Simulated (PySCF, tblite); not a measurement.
Rigid-rotor lines calculated for a species of formula C4H14Si3 (commonest isotopes; PBE0/pcSseg-1 in PySCF (dipole) on a GFN2-xTB geometry, gas phase), labelled J(Ka,Kc):

```json
{"transition": "2(0,2) ← 1(0,1)", "MHz": "3141.4"}
{"transition": "2(1,2) ← 1(1,1)", "MHz": "2911.2"}
{"transition": "1(1,0) ← 0(0,0)", "MHz": "2549.4"}
{"transition": "2(1,1) ← 1(1,0)", "MHz": "3601.0"}
{"transition": "1(0,1) ← 0(0,0)", "MHz": "1628.0"}
```

Find the rotational constants.

1(0,1) ← 0(0,0) is B + C, 2(1,1) ← 1(1,0) is 3B + C and 2(1,2) ← 1(1,1) is B + 3C, so B − C is half the difference of the last two, 344.9 MHz. 1(1,0) ← 0(0,0) is A + B. A = 1562.9, B = 986.5, C = 641.6 MHz.

What moments of inertia, asymmetry and inertial defect follow?

I = 505379 MHz·u·Å² over each constant: Ia = 323.36, Ib = 512.31, Ic = 787.71 u·Å²; κ = (2B − A − C)/(A − C) = -0.251 (asymmetric top); Δ = Ic − Ia − Ib = -47.96 u·Å².

Which dipole components do these lines need?

μa and μc (a-type: ΔKa even, ΔKc odd; c-type: ΔKa odd, ΔKc even). The calculation gives |μa| = 1.09 D, |μb| = 0.00 D, |μc| = 0.19 D.

Where do these fall, and of which type are they? 3(1,3) ← 2(1,2); 3(1,2) ← 2(0,2); 2(2,0) ← 1(1,0); 4(0,4) ← 3(0,3); 1(1,0) ← 1(1,1); 3(2,1) ← 2(2,0); 4(4,1) ← 4(3,1); 4(3,2) ← 3(3,1); 2(2,1) ← 1(1,1); 3(2,2) ← 2(1,2); 4(4,0) ← 3(3,0); 3(2,1) ← 3(2,2); 4(3,1) ← 3(3,0); 4(2,3) ← 3(1,3).

```csv
transition,MHz,type,branch
"1(1,0) ← 1(1,1)",345,a,Q
"3(2,1) ← 3(2,2)",509,a,Q
"3(1,3) ← 2(1,2)",4304,a,R
"4(4,1) ← 4(3,1)",4933,c,Q
"3(2,1) ← 2(2,0)",5279,a,R
"2(2,0) ← 1(1,0)",5445,c,R
"2(2,1) ← 1(1,1)",5675,c,R
"4(0,4) ← 3(0,3)",5748,a,R
"4(3,2) ← 3(3,1)",6685,a,R
"3(1,2) ← 2(0,2)",6694,c,R
"4(3,1) ← 3(3,0)",6825,a,R
"3(2,2) ← 2(1,2)",7648,c,R
"4(2,3) ← 3(1,3)",9765,c,R
"4(4,0) ← 3(3,0)",11762,c,R
```

Which structure gave them?

`[SiH3][SiH]([SiH3])C1CCC1`, point group Cs. Three constants can't fix a structure by themselves; this is the one that was computed:
```
atom  x, y, z in Å
Si1    2.122    2.004    0.079
Si2    0.973    0.097   -0.585
Si3    2.123   -1.921   -0.564
C4    -0.579   -0.082    0.513
C5    -1.642   -1.108    0.074
C6    -2.732   -0.044    0.258
C7    -1.645    1.027    0.422
H8     1.359    3.251   -0.026
H9     3.330    2.190   -0.728
H10    2.562    1.919    1.475
H11    0.417    0.320   -1.943
H12    1.362   -3.070   -1.061
H13    3.331   -1.837   -1.389
H14    2.566   -2.286    0.785
H15   -0.294   -0.251    1.554
H16   -1.530   -1.420   -0.964
H17   -1.732   -1.998    0.694
H18   -3.322   -0.193    1.160
H19   -3.408    0.093   -0.584
H20   -1.533    1.653   -0.462
H21   -1.737    1.672    1.294
```

The values belong to one conformer (point group Cs) with, in the numbering `[SiH3:1][SiH:2]([SiH3:3])[CH:4]1[CH2:5][CH2:6][CH2:7]1`, Si1–Si2–C4–C5 168°, Si2–C4–C5–C6 -131°, C4–C5–C6–C7 10°, C5–C6–C7–C4 -10°, Si2–C4–C7–C6 131°. Its GFN2-xTB frequencies are all real (lowest 22 cm⁻¹). Zero-point vibration and centrifugal distortion are left out. A rigid rotor knows nothing of internal rotation, which can split or shift real lines.
